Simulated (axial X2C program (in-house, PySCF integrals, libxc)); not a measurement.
Which molecule has these constants?

All values come from calculations with an in-house relativistic program for diatomic molecules, spin-free (one-electron X2C) or two-component (2c: spin–orbit coupling with atomic mean-field Coulomb and Gaunt terms, which also bring small scalar terms), in Dyall basis sets with cores contracted in-house; open shells are unrestricted.

A two-component PBE0 calculation in a Dyall 3-zeta basis gave Re = 3.302 Å, ωe = 131.8 cm⁻¹, Ω = 0.

Problem. Which molecule is it?
A. NaSi⁺
B. NaPb⁺
C. NaSn⁺

Solution. C. The others have NaPb⁺ 3.322 Å and 111.6 cm⁻¹ (Ω = 0); NaSi⁺ 3.128 Å and 148.6 cm⁻¹ (Ω = 2).

Each entry is the lowest single determinant of a limited PBE0 search at one distance. De goes to single-determinant-based atoms at the same level (for ions the charge split of lowest energy) and is withheld (n/a) where an atom does not fit its ground term or J level. Main or longest-lived isotopes. One determinant is a doubtful description, or other states lie close, for NaSn⁺, NaPb⁺, NaSi⁺; these need not be ground states, and all values refer to the states named. Some open-shell Ω = 0 determinants are out of reach, so the Ω given for NaSi⁺ need not be the lowest component. With several unpaired electrons the Ω given is that of one determinant, not necessarily of the lowest component. Some light 2c atoms are not at their ground J level, so De misses part of their lowering (0.04 eV or less). The functionals have no current term, which raises determinants with orbital currents. Where the atoms have a lower orbital projection than the molecule, De at mean-field level may be about a tenth of an eV too small.
